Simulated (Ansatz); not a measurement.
C$_{2}$H$_{8}$AlB (`CB[CH2][AlH2]`), relaxed with RKS PBE-D4/def2-SVP in Ansatz from a rough embedded geometry. The force threshold is 0.03 eV/Å; the program also tests the step.

The species carries charge 0 and has multiplicity 1.

Start:

```xyz
12

C     0.051   -0.667    1.773
B     0.162   -0.813    0.245
C     0.647    0.414   -0.594
Al   -0.704    1.062   -1.860
H    -0.698    0.118    2.083
H    -0.334   -1.670    2.247
H     1.043   -0.459    2.264
H    -0.086   -1.795   -0.286
H     0.968    1.245    0.056
H     1.591    0.118   -1.196
H    -2.164    1.468   -1.293
H    -0.476    0.979   -3.440
```

(1) By how much does the energy fall, and how many steps does the optimiser take? (An estimate is asked.)

(2) Which bonds change most? (Best estimate.)

(3) Give the relaxed structure. (Estimate.)

Results:

(1) Computed: 9.83 kcal/mol, in 13 steps.

(2) Computed: B2–H8 from 1.144 to 1.227 Å; C1–H6 from 1.175 to 1.112 Å; C3–H10 from 1.159 to 1.109 Å; C1–B2 from 1.539 to 1.575 Å.

(3) Ansatz gave: 
```xyz
12

C    -0.135   -0.630    1.664
B     0.505   -0.736    0.229
C     0.874    0.481   -0.633
Al   -0.806    0.862   -1.626
H    -0.353    0.399    2.017
H    -1.056   -1.247    1.755
H     0.578   -1.094    2.385
H     0.656   -1.856   -0.248
H     1.033    1.427   -0.068
H     1.631    0.317   -1.427
H    -2.015    1.588   -0.870
H    -0.913    0.489   -3.178
```
